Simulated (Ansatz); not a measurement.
Species: MoCl2 (charge 0, quintet). The spin state was set by rule; other spins were not relaxed. SMILES: [Cl][Mo][Cl]
Geometry from a B3LYP-D3(BJ)/def2-TZVP (Ansatz, an electronic-structure program) optimisation:
```
Mo
Cl 1 2.2773
Cl 1 2.2773 2 131.44
```
Charge 0, spin multiplicity 5.

Computed values are from Ansatz. Valence correlation only, unless marked. UHF or UKS for open shells. Spin-orbit coupling is left out. Frozen are the shells of the preceding noble gas and the d and f shells that filled before the atom's block. In def2 rows, elements after Kr have scalar-relativistic effective core potentials. CBS(X,Y): correlation extrapolated as X^-3; Hartree-Fock from the larger set. The bracket is a focal-point correction in the basis named.

atomisation energy De: 756.5 kJ/mol at RI-MP2/CBS(def2-TZVPPD,def2-QZVPPD)+[CCSD(T)-MP2]/def2-TZVPPD
vertical ionisation energy (to the quartet): 8.83 eV at RI-MP2/CBS(def2-TZVPPD,def2-QZVPPD)+[CCSD(T)-MP2]/def2-TZVPPD
total energy: -987.3659 Eh at RI-MP2/CBS(def2-TZVPPD,def2-QZVPPD)+[CCSD(T)-MP2]/def2-TZVPPD
dipole moment: 2.88 D at CCSD(T)/def2-SVPD
T1 diagnostic: 0.023 at CCSD/def2-TZVPPD
